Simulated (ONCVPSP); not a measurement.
# An all-electron radial function and its pseudo partner (vanadium (V))

Columns: radius, all-electron u(r) and pseudo u(r) of the 3p shell (level -41.99 eV) of vanadium in the configuration [Ne] 3s2 3p6 3d3.5 4s1.5; LDA (Perdew-Wang 92), scalar-relativistic, ONCV scheme, ONCVPSP 4.0.1.

```csv
r (bohr),all-electron,pseudo
0.103,-0.4461,0.0400
0.205,-0.5076,0.1531
0.308,-0.1693,0.3250
0.410,0.2586,0.5261
0.513,0.6241,0.7272
0.615,0.8718,0.8930
0.718,1.0104,1.0044
0.820,1.0598,1.0520
0.923,1.0474,1.0438
1.025,0.9955,0.9946
1.128,0.9201,0.9200
1.230,0.8347,0.8346
1.332,0.7464,0.7463
1.435,0.6593,0.6592
1.538,0.5773,0.5772
1.640,0.5028,0.5027
1.743,0.4349,0.4348
1.845,0.3750,0.3750
1.948,0.3218,0.3218
2.050,0.2757,0.2757
2.153,0.2353,0.2353
2.255,0.2007,0.2007
2.358,0.1706,0.1706
2.460,0.1450,0.1450
2.562,0.1231,0.1231
2.665,0.1043,0.1043
```

Problem. How many radial nodes do the two functions have?

Solution. The all-electron 3p function has n − l − 1 = 1; the pseudo-wave has 0, since the states of the same l below it are removed with the core.

Problem. At about which radius was the pseudo-wave matched?

Solution. 1.20 bohr, where the columns begin to agree (steps of 0.10 bohr).

Problem. Where does each function peak?

Solution. Outermost all-electron maximum near 0.82 bohr, pseudo maximum near 0.82 bohr (to the table’s step).

Problem. Is the pseudo-wave norm-conserving?

Solution. Yes: the ONCV scheme keeps the norm inside the radius equal to the all-electron one, which fixes the energy derivative of the logarithmic derivative at the level.
